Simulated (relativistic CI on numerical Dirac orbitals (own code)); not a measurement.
# V4+ in a cubic cluster: 2p photoemission with charge transfer

Computed with a charge-transfer multiplet model of a cubic metal-ligand cluster with up to 2 ligand holes, Slater and spin-orbit integrals from Dirac-Coulomb-Breit ions, Slater integrals scaled by 0.9. The ground state mixes d1 with configurations of k ligand holes L, whose averages lie at kΔ + k(k − 1)U_dd/2; a core hole lowers each added d electron by U_cd. 300 K, Lorentzian 0.6 eV and Gaussian 0.8 eV FWHM.

Atomic integrals in eV (Slater integrals scaled, ζ unscaled), ground: F2dd 9.064, F4dd 5.680, zeta_d 0.029; with the core hole: F2dd 9.064, F4dd 5.680, zeta_d 0.047, zeta_core 4.606, F2cd 6.737, G1cd 5.189, G3cd 2.951. Where a configuration has fewer than two d electrons, the dd integrals are those of d2.

Cluster parameters (eV): Δ = -0.8, U_dd = 4.6, U_cd = 5.7, 10Dq(ligand) = 1.5, V(eg) = 1.75, V(t2g) = -0.77, final-state hopping factor = 0.9.

| Case | n_d | d1 | d2L | d3L2 | S |
| --- | --- | --- | --- | --- | --- |
| 10Dq = 0.2 eV | 2.06 | 0.17 | 0.60 | 0.23 | 0.50 |
| 10Dq = 1.1 eV | 2.02 | 0.19 | 0.60 | 0.21 | 0.50 |
| 10Dq = 2 eV | 2.00 | 0.20 | 0.60 | 0.20 | 0.50 |

Weights, n_d and S are thermal averages at 300 K. Binding energies count from the first peak over 30 % of the highest in each spectrum, which can be another peak from case to case. The parameters are a model scan and need not match a compound or its usual spin state. Peaks in eV (height, largest 100):
- 10Dq = 0.2 eV: 0.0 (100), 4.0 (26), 8.2 (57), 16.1 (9)
- 10Dq = 1.1 eV: 0.0 (100), 3.9 (23), 8.1 (52), 16.1 (9)
- 10Dq = 2 eV: 0.0 (100), 8.2 (52), 16.2 (9)

Curve for 10Dq = 1.1 eV (points under 2 left out, the grid thinned):

```tsv
E (eV)	Intensity
-3.7	2.0
-3.1	2.8
-2.6	4.0
-2.0	7.1
-1.5	15.0
-0.9	48.5
-0.4	89.1
0.2	98.7
0.7	84.6
1.3	52.8
1.8	37.1
2.4	28.5
3.0	23.5
3.5	22.8
4.1	23.0
4.6	21.6
5.2	19.4
5.7	18.7
6.3	20.6
6.8	26.4
7.4	40.7
7.9	51.3
8.5	50.7
9.1	43.8
9.6	32.9
10.2	23.4
10.7	19.7
11.3	17.9
11.8	17.7
12.4	15.2
12.9	11.7
13.5	8.1
14.0	6.3
14.6	6.2
15.2	7.5
15.7	8.4
16.3	8.5
16.8	7.5
17.4	6.0
17.9	4.6
18.5	3.8
19.0	3.9
19.6	3.8
20.1	3.1
20.7	2.1
```

For the case 10Dq = 1.1 eV, Δ = -0.8 eV is smaller than U_dd = 4.6 eV, the charge-transfer side of the Zaanen-Sawatzky-Allen scheme (negative Δ: between configuration averages a ligand hole costs less than the nominal valence; multiplet and field energies can change this for the lowest states). With the core hole the average of the configuration with one ligand hole lies at Δ − U_cd = -6.5 eV before mixing: it lies below the unscreened one, so the lowest final states are mostly screened and the unscreened weight appears at higher binding energy as a satellite.

With at most 2 ligand holes the space is cut while the next configuration still counts, so covalency is underestimated, and a final configuration with one more ligand hole, which can lie low, is missing from the spectra.
